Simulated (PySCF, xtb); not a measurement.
C₂H₄N₃, SMILES c1nc[nH+][nH]1, charge +1.

xtb with GFN2-xTB at its own geometry gives an orbital gap of 3.42 eV.

Geometry optimised at PBE0-D3(BJ)/def2-SVP. The isomer is the one that the SMILES or the coordinates give; other isomers of the formula were not compared.

**Question.** What does PBE/def2-TZVP run with PySCF give? (An estimate is asked for; the answer gives what the named calculation found.)

**Answer.** gap 4.93 eV (levels -12.72 and -7.80 eV).
